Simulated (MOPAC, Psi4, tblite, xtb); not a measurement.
Intermolecular potential of C3H9Al ··· F- (SMILES [CH3][Al]([CH3])[CH3] and [F-]) (charge -1). Monomers: optimised at B3LYP-D3(BJ) (def2-SVP and def2-TZVP), held rigid. Orientation: lowest of the rigid-body minima from ten starts at GFN2-xTB (searched outside a hard wall at short contacts). The monomers approach along the line of their centres of mass (distance R); nothing else relaxes. The shortest distances reach bonding range, where SAPT0 and rigid monomers are unreliable.

Levels: PM6, restricted, heats of formation (MOPAC); GFN2-xTB (tblite); GFN1-xTB (xtb); SAPT0/jun-cc-pVDZ, frozen core (Psi4).

Interaction energies in kcal/mol; the last columns give the difference from SAPT0:

```csv
R / Å,PM6,GFN2-xTB,GFN1-xTB,SAPT0/jun-cc-pVDZ,PM6 − SAPT0/jun-cc-pVDZ,GFN2-xTB − SAPT0/jun-cc-pVDZ,GFN1-xTB − SAPT0/jun-cc-pVDZ
1.61,-33.45,-54.49,-71.80,-44.44,10.99,-10.05,-27.36
1.81,-46.56,-61.69,-81.77,-58.07,11.51,-3.62,-23.70
1.98,-40.86,-59.33,-81.64,-56.68,15.82,-2.65,-24.97
2.24,-24.76,-51.38,-74.99,-47.33,22.57,-4.04,-27.66
2.49,-12.89,-42.41,-65.56,-37.51,24.62,-4.90,-28.05
2.79,-5.54,-31.97,-53.52,-27.94,22.39,-4.04,-25.58
3.30,-1.53,-18.39,-36.09,-17.33,15.80,-1.06,-18.76
4.04,-0.47,-8.66,-19.63,-9.46,8.99,0.80,-10.17
5.05,-0.22,-4.80,-8.48,-4.79,4.57,-0.01,-3.69
6.29,-0.11,-4.92,—,-2.43,2.32,-2.49,—
```

PM6 is furthest from SAPT0/jun-cc-pVDZ at 2.49 (24.62 kcal/mol, above); its mean absolute difference over the points is 13.96 kcal/mol.

GFN2-xTB is furthest from SAPT0/jun-cc-pVDZ at 1.61 (-10.05 kcal/mol, below); its mean absolute difference over the points is 3.37 kcal/mol.

GFN1-xTB is furthest from SAPT0/jun-cc-pVDZ at 2.49 (-28.05 kcal/mol, below); its mean absolute difference over the points is 21.10 kcal/mol.

A dash means that the run gave no value there, or that the column was ended at a point which the program doubted or which failed a test of continuity chosen for this set; such a test can also cut sound points.
